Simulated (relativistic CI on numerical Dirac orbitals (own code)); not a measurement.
**I XXV: sensitivity of the levels to the model**

Base calculation: Dirac-Coulomb-Breit CI, orbitals from a KLI potential per configuration, model QED (radiative potential, 1s self-energy scaled to tabulated hydrogen-like ionisation energies), unscaled Slater integrals.

CI space (outside the closed core [Ar]): 3d10 4s, 3d10 4p, 3d10 4d, 3d10 4f, 3d10 5s, 3d10 5p, 3d10 5d, 3d10 5f, 3d10 5g, 3d10 6s, 3d9 4p2, 3d10 6p, 3d10 6d, 3d9 4s2, 3d8 4s 4p2, 3d10 6f. Levels of other configurations are missing.

Variants: (1) P86 correlation estimate; (2) configuration mixing switched off; (3) one mean potential for all configurations. Shifts of the energy above 3d10 4s 2S_1/2, in eV, for the lowest level and the first level of each name with at least 55 % of one term (blank where a level changes its place among those of its configuration and J or its character, or is not in the variant):

| Level | Base | Δ(1) | Δ(2) | Δ(3) |
| --- | --- | --- | --- | --- |
| 3d10 4s 2S_1/2 | 0.000 | 0.000 | 0.000 | 0.000 |
| 3d10 4p 2P°_1/2 | 50.998 | +0.080 | -0.029 | +0.007 |
| 3d10 4p 2P°_3/2 | 67.352 | +0.080 | -0.036 | +0.007 |
| 3d10 4d 2D_3/2 | 150.113 | +0.133 | -0.031 | 0.000 |
| 3d10 4d 2D_5/2 | 153.313 | +0.133 | -0.035 | 0.000 |
| 3d10 4f 2F°_5/2 | 241.084 | -0.128 | -0.035 | -0.035 |
| 3d10 4f 2F°_7/2 | 241.494 | -0.128 | -0.038 | -0.034 |
| 3d10 5s 2S_1/2 | 334.468 | -0.266 | -0.054 | +0.036 |
| 3d10 5p 2P°_1/2 | 358.174 | -0.233 | -0.058 | +0.040 |
| 3d10 5p 2P°_3/2 | 365.509 | -0.233 | -0.053 | +0.043 |
| 3d10 5d 2D_3/2 | 403.553 | -0.231 | -0.054 | +0.033 |
| 3d10 5d 2D_5/2 | 405.048 | -0.231 | -0.052 | +0.035 |
| 3d10 5f 2F°_5/2 | 443.297 | -0.391 | -0.055 | +0.029 |
| 3d10 5f 2F°_7/2 | 443.576 | -0.391 | -0.053 | +0.031 |

At this charge energies of transitions that change n are usually good to better than 1 %, and those within a shell (Δn = 0) to a few per cent.

Ionisation energy from the two ground configurations alone: base 799.333 eV; P86 correlation estimate 799.588 eV. The NIST ASD value (semi-empirical) is 800.8 eV.

LS names give the leading component of a level, which can be under half, so a name can repeat, a term be missing and a line seem to break the LS rules.
